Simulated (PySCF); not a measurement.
A geometry optimisation on `C[NH][Ga@H-]([NH3+])[F]`.

Method: PBE0-D3(BJ)/def2-SVP geometry optimisation, gas phase (PySCF 2.14.0). Start geometry: GFN2-xTB. A driver script takes a list of jobs; this job's settings line and coordinates (Å) are shown.

Command:
```bash
OMP_NUM_THREADS=1 python probes_run.py task.json out
```

Input:
```
{"job": {"xc": "PBE0", "basis": "def2-SVP", "d3": "d3bj", "grid": 1, "shake": 0.01, "kind": "geom"}, "charge": 0, "multiplicity": 1}
C     -1.844330     0.233410    -0.920940
N     -0.882950    -0.645730    -0.336070
Ga     0.207080    -0.262510     1.088860
N      2.028470     0.388010    -0.007060
F      1.119720    -1.688490     1.612510
H     -1.556850     1.294330    -0.754840
H     -1.916200     0.092400    -2.006530
H     -2.853470     0.140490    -0.510810
H     -1.210680    -1.594100    -0.374080
H      0.055440     0.800220     2.191090
H      1.989740     1.241110    -0.538670
H      2.813860     0.376910     0.615890
H      2.055970    -0.392930    -0.653420
```

Output:
```
step   0  E = -2176.23533261  max force = 0.025312
step   1  E = -2176.23917953  max force = 0.007713
step   2  E = -2176.23964619  max force = 0.002638
step   3  E = -2176.23985344  max force = 0.001593
step   4  E = -2176.23996316  max force = 0.001925
step   5  E = -2176.24015819  max force = 0.002111
step   6  E = -2176.24029879  max force = 0.001549
step   7  E = -2176.24037367  max force = 0.000755
step   8  E = -2176.24040471  max force = 0.000512
step   9  E = -2176.24042978  max force = 0.001004
step  10  E = -2176.24047532  max force = 0.001409
step  11  E = -2176.24059521  max force = 0.002397
step  12  E = -2176.24071467  max force = 0.004749
step  13  E = -2176.24095348  max force = 0.002607
step  14  E = -2176.24126458  max force = 0.001010
step  15  E = -2176.24159176  max force = 0.003147
step  16  E = -2176.24166957  max force = 0.002477
step  17  E = -2176.24174934  max force = 0.000821
step  18  E = -2176.24177856  max force = 0.000587
step  19  E = -2176.24178757  max force = 0.000468
step  20  E = -2176.24179434  max force = 0.000411
optimisation converged
```

Energies in Eh; «max force» is the largest Cartesian gradient component in Eh/bohr.

Q: How much energy does the optimisation release, in kcal/mol?

A: E(step 0) − E(last step) = 0.006462 Eh, which is 4.1 kcal/mol.

Q: Give the first gradient maximum in eV/Å.

A: With 1 Eh/bohr = 51.422 eV/Å, 1.302 eV/Å.

Summary of the converged run: final energy -2176.24179 Eh after 20 steps; dipole 4.74 D.

Q: Estimate the wall time. Hardware: one thread of an Arm Neoverse V2, shared host with 192 logical CPUs at a one-minute load of 41. And the peak memory of the process?

A: About 2.2 min, with 0.53 GiB resident at the peak, the Python interpreter and its libraries included.
Labels such as C1 count atoms from 1, the log's own numbers from 0.
